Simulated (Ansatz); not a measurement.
## Cost against result

Saddle point of SiH6ClOF, singlet (SiH₃Cl ([SiH3][Cl]) + H₂O + HF → SiH₃F ([F][SiH3]) + HCl + H₂O; bonds formed: Si1–F7, Cl2–H8, H6–O9; bonds broken: Si1–Cl2, H6–F7, H8–O9), PBE0-D4/def2-TZVP structure:

```json
{"atom": "Si1", "x (Å)": "-1.2932", "y (Å)": "0.3704", "z (Å)": "0.6070"}
{"atom": "Cl2", "x (Å)": "0.1569", "y (Å)": "1.4972", "z (Å)": "-0.8941"}
{"atom": "H3", "x (Å)": "-1.9364", "y (Å)": "-0.5975", "z (Å)": "-0.3092"}
{"atom": "H4", "x (Å)": "-1.5809", "y (Å)": "0.0824", "z (Å)": "2.0433"}
{"atom": "H5", "x (Å)": "-2.0279", "y (Å)": "1.6623", "z (Å)": "0.4749"}
{"atom": "H6", "x (Å)": "1.1880", "y (Å)": "-0.7588", "z (Å)": "0.1307"}
{"atom": "F7", "x (Å)": "0.1981", "y (Å)": "-0.6147", "z (Å)": "0.9133"}
{"atom": "H8", "x (Å)": "1.4910", "y (Å)": "0.2648", "z (Å)": "-0.9921"}
{"atom": "O9", "x (Å)": "1.9429", "y (Å)": "-0.6130", "z (Å)": "-0.6470"}
{"atom": "H10", "x (Å)": "1.8614", "y (Å)": "-1.2930", "z (Å)": "-1.3267"}
```

Barriers are electronic and count from the start structure reached by relaxing down the imaginary mode.

Program: Ansatz 0.2.0. Basis: as named in each row. Cores are frozen in the correlated methods. B3LYP uses VWN-RPA correlation. Extrapolation: Hartree–Fock as exp(−7.88 √X), correlation as X^−2.97.

Times are rough, for one single point on 4 threads of a shared host (Arm Neoverse V2).

The estimate by CCSD(T) at an estimated basis limit (MP2 extrapolated from triple and quadruple zeta, plus CCSD(T) − MP2 in triple zeta) is 24.35 kcal/mol.

| method | basis | time (s) | barrier (kcal/mol) | method less estimate |
| --- | --- | --- | --- | --- |
| HF | STO-3G | under 1 | 21.72 | -2.64 |
| PBE-D4 | STO-3G | under 1 | -32.21 | -56.57 |
| SPW92 | def2-SVP | under 1 | 0.22 | -24.13 |
| B3LYP-D4 | 6-31G | under 1 | 12.96 | -11.40 |
| PBE-D4 | def2-SVP | under 1 | 11.15 | -13.21 |
| PBE0-D4 | def2-SVP | under 1 | 15.27 | -9.09 |
| SPW92 | def2-TZVPP | 1 | 6.32 | -18.03 |
| PBE-D4 | def2-TZVPP | 2 | 17.08 | -7.28 |
| BLYP-D4 | def2-TZVPP | 2 | 20.13 | -4.22 |
| BHLYP-D4 | def2-TZVPP | 2 | 25.10 | 0.75 |
| B3LYP-D4 | def2-TZVPP | 2 | 21.99 | -2.36 |
| PBE0-D4 | def2-TZVPP | 2 | 20.08 | -4.28 |
| CAM-B3LYP-D4 | def2-TZVPP | 2 | 21.29 | -3.06 |
| CCSD(T) | def2-SVP | 3 | 24.88 | 0.52 |
| r2SCAN-D4 | def2-TZVPP | 3 | 17.75 | -6.60 |
| wB97M-V | def2-SVP | 4 | 15.66 | -8.69 |
| r2SCAN0-D4 | def2-TZVPP | 4 | 20.12 | -4.23 |
| B2PLYP | def2-TZVPP | 4 | 23.47 | -0.89 |
| PBE-QIDH | def2-TZVPP | 4 | 22.41 | -1.95 |
| RPA on PBE | def2-TZVPP | 4 | 24.80 | 0.44 |
| wB97X-V | def2-TZVPP | 6 | 22.44 | -1.92 |
| B97M-V | def2-TZVPP | 6 | 21.56 | -2.80 |
| wB97M-V | def2-TZVPP | 7 | 21.24 | -3.11 |
| MP2 | def2-QZVPP | 16 | 23.44 | -0.91 |
| CCSD(T) | def2-TZVPP | 100 | 24.75 | 0.39 |

All methods are single points on the PBE0-D4 structures; a negative value means that the method puts the saddle structure below the start.

No T1 diagnostic of these runs exceeds 0.011.

Labels in which every atom is bracketed show which atoms are joined, not bond orders.
